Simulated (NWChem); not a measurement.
System: silylphosphine (SiPH5); SMILES [SiH3]P

The following NWChem deck was run.

```
start job
memory heap 200 mb stack 900 mb global 1100 mb
geometry units angstroms noautosym nocenter noautoz
  Si    -0.000058     1.072848    -0.022570
  P      0.000037    -1.193726    -0.099637
  H     -1.217868     1.560329    -0.737495
  H      1.213418     1.560650    -0.744609
  H      0.003922     1.630623     1.364565
  H     -1.038621    -1.320778     0.874102
  H      1.044662    -1.320449     0.867743
end
basis spherical
  Si library def2-svp
  P library def2-svp
  H library def2-svp
end
dft
  xc pbe0
  iterations 150
end
cosmo
  do_cosmo_smd true
  solvent dioxane
end
task dft energy
```

Parts of the log:

```
             Northwest Computational Chemistry Package (NWChem) 7.3.0
             --------------------------------------------------------

                             Geometry "geometry" -> ""
                             -------------------------

 Output coordinates in angstroms (scale by  1.889725989 to convert to a.u.)

  No.       Tag          Charge          X              Y              Z
 ---- ---------------- ---------- -------------- -------------- --------------
    1 Si                  14.0000    -0.00005800     1.07284800    -0.02257000
    2 P                   15.0000     0.00003700    -1.19372600    -0.09963700
    3 H                    1.0000    -1.21786800     1.56032900    -0.73749500
    4 H                    1.0000     1.21341800     1.56065000    -0.74460900
    5 H                    1.0000     0.00392200     1.63062300     1.36456500
    6 H                    1.0000    -1.03862100    -1.32077800     0.87410200
    7 H                    1.0000     1.04466200    -1.32044900     0.86774300

 Effective nuclear repulsion energy (a.u.)      89.8287536465

                                 NWChem DFT Module
                                 -----------------

 Summary of "ao basis" -> "ao basis" (spherical)
 ------------------------------------------------------------------------------
       Tag                 Description            Shells   Functions and Types
 ---------------- ------------------------------  ------  ---------------------
 Si                         def2-svp                 8       18   4s3p1d
 P                          def2-svp                 8       18   4s3p1d
 H                          def2-svp                 3        5   2s1p

 in cosmo_initialize ...
 calling solv_data for solv:dioxane

 solvent parameters
 solvname_short: dioxane
 solvname_long:  1,4-dioxane
 dielec:        2.2099
 dielecinf:     2.0232
 nonaqueous SMD model solvent descriptors
 dielec:        2.2099
 sola:          0.0000
 solb:          0.6400
 solc:          0.0000
 solg:         47.1400
 solh:          0.0000
 soln:          1.4224

          ---------------
          -cosmo- solvent
          ---------------
 Cosmo: York-Karplus, doi: 10.1021/jp992097l
 dielectric constant -eps-     =   2.21
 screen = (eps-1)/(eps    )    =   0.54749
 surface charge correction     = lagrangian

   van der Waals surface
 --------------------------

 ---------- ATOMIC COORDINATES (A.U.) ------------ VDWR(ANG.) --
     1   -0.00010960    2.02738875   -0.04265112     2.470
     2    0.00006992   -2.25581505   -0.18828663     2.120
     3   -2.30143681    2.94859426   -1.39366347     1.200
     4    2.29302753    2.94920086   -1.40710698     1.200
     5    0.00741151    3.08143066    2.57865394     1.200
     6   -1.96270910   -2.49590851    1.65181327     1.200
     7    1.97412493   -2.49528679    1.63979650     1.200
 number of segments per atom =        128
 number of   points per atom =        128
 atom (   nspa,  nppa )
 ----------------------
    1 (     92,     0 )       0
    2 (     78,     0 )       0
    3 (     33,     0 )       0
    4 (     33,     0 )       0
    5 (     34,     0 )       0
    6 (     52,     0 )       0
    7 (     52,     0 )       0
 number of -cosmo- surface points =      374
 molecular surface =    106.414 angstrom**2
 molecular volume  =     91.669 angstrom**3
 -lineq- algorithm             =   0
 -bem- low  level              =   3
 -bem- from -octahedral-
 gaussian surface charge width =   4.50000
 degree of switching           =   1.00000
 switching function tolerance  =   0.00010
 atomic radii =
 --------------
    1 14.000  2.470
    2 15.000  2.120
    3  1.000  1.200
    4  1.000  1.200
    5  1.000  1.200
    6  1.000  1.200
    7  1.000  1.200
 ...... end of -cosmo- initialization ......

 nat:                     7
 ixmem:                  2814
 calling mnsol_interface()
 G(SMD-CDS) energy (kcal/mol)  =     1.108
 SMD-CDS SASA (angstrom**2)    =   122.483

[...]

                                COSMO-SMD solvation results
                                ---------------------------

             internal energy in gas <Psi(g)|H|Psi(g)> =      -633.382335269562
         internal energy in solvent <Psi(s)|H|Psi(s)> =      -633.382209861215
                               delta internal energy  =         0.000125408347 (    0.08 kcal/mol)
   total free energy in solvent <Psi(s)|H+V/2|Psi(s)> =      -633.383546446652
 polarization energy contribution <Psi(s)|V/2|Psi(s)> =        -0.001336585437 (   -0.84 kcal/mol)
    total free energy in solvent including G(SMD-CDS) =      -633.381780526272
                       G(SMD-CDS) energy contribution =         0.001765920380 (    1.11 kcal/mol)
     1 M fixed-concentration free energy of solvation =         0.000554743290 (    0.35 kcal/mol)

                       DFT Final Molecular Orbital Analysis
                       ------------------------------------

 Vector   15  Occ=2.000000D+00  E=-3.564766D-01
              MO Center= -8.8D-04,  9.8D-01, -3.5D-01, r^2= 3.3D+00
   Bfn.  Coefficient  Atom+Function         Bfn.  Coefficient  Atom+Function
  ----- ------------  ---------------      ----- ------------  ---------------
    37     -0.301663  3 H  s                 42      0.301710  4 H  s
     8      0.274736  1 Si px                11      0.203535  1 Si px
    38     -0.167563  3 H  s                 43      0.167594  4 H  s
     5     -0.154662  1 Si px                52      0.144224  6 H  s
    57     -0.144212  7 H  s                 26     -0.128166  2 P  px

 Vector   16  Occ=2.000000D+00  E=-3.362720D-01
              MO Center= -1.4D-04,  6.1D-02, -8.2D-02, r^2= 3.4D+00
   Bfn.  Coefficient  Atom+Function         Bfn.  Coefficient  Atom+Function
  ----- ------------  ---------------      ----- ------------  ---------------
    30     -0.239096  2 P  py                27     -0.223975  2 P  py
     9      0.221218  1 Si py                28      0.182112  2 P  pz
    37      0.181211  3 H  s                 42      0.181156  4 H  s
    31      0.174969  2 P  pz                52      0.161591  6 H  s
    57      0.161600  7 H  s                 12      0.159944  1 Si py

 Vector   17  Occ=2.000000D+00  E=-2.800903D-01
              MO Center= -1.2D-04, -9.8D-01, -1.4D-01, r^2= 2.8D+00
   Bfn.  Coefficient  Atom+Function         Bfn.  Coefficient  Atom+Function
  ----- ------------  ---------------      ----- ------------  ---------------
    31      0.349018  2 P  pz                30      0.316246  2 P  py
    22     -0.305364  2 P  s                 21     -0.273341  2 P  s
    28      0.255354  2 P  pz                27      0.243701  2 P  py
    20     -0.178715  2 P  s                  9     -0.164639  1 Si py
    12     -0.150349  1 Si py                47     -0.149559  5 H  s

 Vector   18  Occ=0.000000D+00  E= 2.597662D-02
              MO Center=  3.9D-04,  3.0D-01,  1.1D-01, r^2= 4.5D+00
   Bfn.  Coefficient  Atom+Function         Bfn.  Coefficient  Atom+Function
  ----- ------------  ---------------      ----- ------------  ---------------
    12      0.977805  1 Si py                30      0.878241  2 P  py
    13     -0.462652  1 Si pz                22      0.420718  2 P  s
     3     -0.401357  1 Si s                  4     -0.375838  1 Si s
    48      0.371565  5 H  s                  9      0.229907  1 Si py
    27      0.228452  2 P  py                38     -0.195094  3 H  s

 Vector   19  Occ=0.000000D+00  E= 3.338919D-02
              MO Center=  4.7D-04, -6.4D-01,  1.1D-01, r^2= 4.0D+00
   Bfn.  Coefficient  Atom+Function         Bfn.  Coefficient  Atom+Function
  ----- ------------  ---------------      ----- ------------  ---------------
    29      0.872075  2 P  px                53      0.753707  6 H  s
    58     -0.753264  7 H  s                 11      0.635415  1 Si px
    38      0.480254  3 H  s                 43     -0.480409  4 H  s
    52      0.245839  6 H  s                 57     -0.245809  7 H  s
    26      0.202924  2 P  px                35      0.127845  2 P  d  1

 Vector   20  Occ=0.000000D+00  E= 3.958971D-02
              MO Center=  1.5D-03,  3.0D-02,  3.7D-01, r^2= 5.2D+00
   Bfn.  Coefficient  Atom+Function         Bfn.  Coefficient  Atom+Function
  ----- ------------  ---------------      ----- ------------  ---------------
    22      1.378100  2 P  s                 48     -0.847885  5 H  s
    53     -0.843988  6 H  s                 58     -0.844454  7 H  s
    12      0.785542  1 Si py                31      0.661473  2 P  pz
    13      0.636944  1 Si pz                 3      0.418534  1 Si s
    21      0.274448  2 P  s                 20      0.191208  2 P  s

     Multipole analysis of the density
     ---------------------------------

     L   x y z        total         alpha         beta         nuclear
     -   - - -        -----         -----         ----         -------
     0   0 0 0     -0.000000    -17.000000    -17.000000     34.000000

     1   1 0 0      0.001139     -0.004397     -0.004397      0.009932
     1   0 1 0      0.135841      0.800797      0.800797     -1.465753
     1   0 0 1      0.389929      0.370925      0.370925     -0.351922

     2   2 0 0    -21.664859    -19.984448    -19.984448     18.304038
     2   1 1 0     -0.004024      0.014642      0.014642     -0.033309
     2   1 0 1     -0.003217      0.000888      0.000888     -0.004993
     2   0 2 0    -23.590716    -98.404367    -98.404367    173.218019
     2   0 1 1     -1.415707      0.975782      0.975782     -3.367272
     2   0 0 2    -22.838174    -19.692272    -19.692272     16.546369
```

Level: PBE0/def2-SVP, SMD on the gas-phase geometry. The geometry was optimised at PBE0/def2-SVP. Solvent: 1,4-dioxane.
